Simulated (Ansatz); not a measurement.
```yaml
crystal:
  periodic: [false, false, false]
  atoms:
    - {symbol: F, position_ang: [-0.037577, 1.843673, -0.486086]}
    - {symbol: C, position_ang: [1.188089, 1.147941, -0.307165]}
    - {symbol: C, position_ang: [1.015065, -0.237378, -0.167658]}
    - {symbol: C, position_ang: [0.152795, -1.125705, 0.325146]}
    - {symbol: C, position_ang: [-1.569384, -0.491462, 0.294704]}
    - {symbol: F, position_ang: [-1.726535, -0.255638, -1.019923]}
    - {symbol: F, position_ang: [-2.072488, 0.496284, 0.959854]}
    - {symbol: F, position_ang: [-2.257870, -2.025949, 0.697287]}
    - {symbol: H, position_ang: [1.849694, 1.223230, -1.160629]}
    - {symbol: H, position_ang: [2.020653, 1.746045, 0.178403]}
    - {symbol: H, position_ang: [2.312147, -0.785596, 0.382013]}
    - {symbol: H, position_ang: [-0.075955, -1.960007, 0.536581]}
basis:
  gaussian: {orbitals: aug-cc-pVTZ}
hamiltonian: {xc: {name: HF}}
correlation: {method: mp2, frozen_orbitals: {F: 0}}
```

```sh
$ ansatz run in.yaml --threads 4 --pin off --events-out ev --progress --plain --max-ram 11315MiB
```

(1) How does Ansatz answer? (Estimate.)

Results:

(1) The calculation gave: The program refused the input.
```
Functional definition: HF
Error: "frozen_orbitals" has no count for C
```
